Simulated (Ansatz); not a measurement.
Input and output for AlCl₃H₄OSi (`[SiH3][OH+][Al-]([Cl])([Cl])[Cl]`).

```yaml
crystal:
  periodic: [false, false, false]
  atoms:
    - {symbol: Si, position_ang: [0.389210, -1.328996, 0.832079]}
    - {symbol: O, position_ang: [0.651098, 0.141552, -0.012453]}
    - {symbol: Al, position_ang: [-0.674234, 1.298417, -0.763572]}
    - {symbol: Cl, position_ang: [-2.153236, -0.133353, -1.236692]}
    - {symbol: Cl, position_ang: [0.490988, 2.075101, -2.343899]}
    - {symbol: Cl, position_ang: [-1.172236, 2.619518, 0.789668]}
    - {symbol: H, position_ang: [1.644408, -1.553057, 1.583492]}
    - {symbol: H, position_ang: [0.152589, -2.408196, -0.145491]}
    - {symbol: H, position_ang: [-0.763341, -1.059893, 1.706313]}
    - {symbol: H, position_ang: [1.517754, 0.297805, -0.406545]}
basis:
  gaussian: {orbitals: def2-mTZVPP, fitting: {mean_field: cc-pVTZ-jkfit}}
magnetization: {spin_polarized: true, initial_magnetization: 0}
hamiltonian: {xc: {name: wB97}}
output: {forces: true}
```

```sh
$ ansatz run in.yaml --threads 2 --pin off --events-out ev --progress --plain --max-ram 32768MiB --backend cpu
```

Shortened log:

```
Functional definition: wB97
804 factors; integrals over basis functions are off by at most 2.6e-1 eV
804 factors; integrals over basis functions are off by at most 1.0e-5 eV
mean field evaluation 1: about -54160.3270 eV, gradient 3.0e1 eV
mean field evaluation 2: about -54161.4475 eV, gradient 2.7e1 eV
mean field evaluation 4: about -54163.6639 eV, gradient 1.2e0 eV
mean field evaluation 8: about -54163.6751 eV, gradient 1.0e-2 eV
mean field -54163.67505522 eV, -1990.4783448216 hartree, gradient 3.6e-5 eV, S^2 0.000000; 0 other end points of the search recorded, 0 dependent functions left out
reference -54163.67504273 eV, -1990.4783443629 hartree; 45, 45 occupied and 129, 129 virtual orbitals, 804 factors
Total energy: -54163.67504273 eV, -1990.4783443629 hartree
Atom 0 at     0.389210    -1.328996     0.832079 Å, force    -0.039549    -0.451624     0.277155 eV/Å
Atom 1 at     0.651098     0.141552    -0.012453 Å, force     0.035876     0.230605    -0.143480 eV/Å
Atom 2 at    -0.674234     1.298417    -0.763572 Å, force    -0.088150     0.094373    -0.053471 eV/Å
Atom 3 at    -2.153236    -0.133353    -1.236692 Å, force    -0.021293    -0.023169    -0.002581 eV/Å
Atom 4 at     0.490988     2.075101    -2.343899 Å, force     0.016136     0.010650    -0.016705 eV/Å
Atom 5 at    -1.172236     2.619518     0.789668 Å, force    -0.010528     0.018138     0.025928 eV/Å
Atom 6 at     1.644408    -1.553057     1.583492 Å, force    -0.073376     0.020115    -0.046607 eV/Å
Atom 7 at     0.152589    -2.408196    -0.145491 Å, force     0.009847     0.075904     0.046273 eV/Å
Atom 8 at    -0.763341    -1.059893     1.706313 Å, force     0.053584     0.003006    -0.054198 eV/Å
Atom 9 at     1.517754     0.297805    -0.406545 Å, force     0.117455     0.022002    -0.032313 eV/Å
Dipole moment:     0.800756    -0.889526     0.471333 e Å
```

It took 20 s on 2 threads of a server CPU on a shared host, with 0.83 GiB of host memory at the peak.
